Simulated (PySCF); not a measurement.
A calculated (PW91, PySCF 2.14, dyall-av3z, the non-relativistic Hamiltonian (point nucleus)) atom or ion has these occupied shells.

```csv
shell,electrons,orbital energy (eV),"rms radius, mean of both spins (bohr)"
1s,2,-1803.9,0.130
2s,2,-160.23,0.622
2p,6,-117.13,0.602
3s,2,-28.545,2.09
```

Name the element and its charge.

Si²⁺ (silicon, charge +2), in [Ne] 3s2, closed-shell 1S.
